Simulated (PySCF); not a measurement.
Job for PySCF: D3(BJ) and D4 dispersion corrections on H2OSSn (SMILES [OH][Sn][SH]), a point of a torsion scan.

```python
from pyscf import gto
from pyscf.dispersion import dftd3, dftd4

mol = gto.M(
    atom='''
    O    -1.23321101    0.49347194   -0.91452145
    Sn    0.04956492   -0.89957918   -0.11674071
    S     1.98324508   -0.00140263   -1.30879527
    H    -2.16875467    0.56879078   -0.74511879
    H     1.26944337    0.94527400   -1.88998912
    ''',
    basis='def2-svp',
    charge=0, spin=0, verbose=0, max_memory=1800)
d3, d4 = {}, {}
for xc in ['hf', 'pbe', 'blyp', 'revpbe', 'tpss', 'r2scan', 'b3lyp', 'pbe0', 'bhlyp', 'camb3lyp', 'b2plyp']:
    d3[xc] = float(dftd3.DFTD3Dispersion(mol, xc=xc, version='d3bj', atm=False).get_dispersion()['energy'])
    print(f'D3(BJ) {xc:10s} {d3[xc]:14.8f} Eh')
for xc in ['hf', 'pbe', 'blyp', 'revpbe', 'tpss', 'r2scan', 'b3lyp', 'pbe0', 'bhlyp', 'camb3lyp', 'b2plyp']:
    d4[xc] = float(dftd4.DFTD4Dispersion(mol, xc={'camb3lyp': 'cam-b3lyp'}.get(xc, xc), atm=True).get_dispersion()['energy'])
    print(f'D4     {xc:10s} {d4[xc]:14.8f} Eh')
```

Output:

```
D3(BJ) hf            -0.03529133 Eh
D3(BJ) pbe           -0.00396086 Eh
D3(BJ) blyp          -0.00946334 Eh
D3(BJ) revpbe        -0.00924942 Eh
D3(BJ) tpss          -0.00526031 Eh
D3(BJ) r2scan        -0.00105072 Eh
D3(BJ) b3lyp         -0.00798564 Eh
D3(BJ) pbe0          -0.00369806 Eh
D3(BJ) bhlyp         -0.00734193 Eh
D3(BJ) camb3lyp      -0.00385054 Eh
D3(BJ) b2plyp        -0.00428944 Eh
D4     hf            -0.01403202 Eh
D4     pbe           -0.00428802 Eh
D4     blyp          -0.00924437 Eh
D4     revpbe        -0.01078347 Eh
D4     tpss          -0.00572683 Eh
D4     r2scan        -0.00088884 Eh
D4     b3lyp         -0.00711225 Eh
D4     pbe0          -0.00361965 Eh
D4     bhlyp         -0.00659312 Eh
D4     camb3lyp      -0.00376946 Eh
D4     b2plyp        -0.00292526 Eh
```

The run finished.

Cost: roughly 0.020 core-seconds.
